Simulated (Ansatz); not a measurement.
```yaml
crystal:
  periodic: [false, false, false]
  atoms:
    - {symbol: O, position_ang: [0.711364, -0.236819, 0.364743]}
    - {symbol: Nb, position_ang: [-0.711364, 0.236819, -0.364743]}
basis:
  gaussian: {orbitals: cc-pVTZ-PP}
magnetization: {spin_polarized: true, initial_magnetization: 1}
hamiltonian: {xc: {name: CAM-B3LYP}, dispersion: d4}
output: {forces: true}
```

```sh
$ ansatz run in.yaml --threads 2 --pin off --events-out ev --progress --plain --max-ram 32768MiB --backend cpu
```

Question: How does Ansatz answer? (An estimate is asked.)

Answer: Ansatz gave: The program refused the input.
```
Functional definition: CAM-B3LYP
Error: <dir> the basis set cc-pVTZ-PP has no functions for O
```
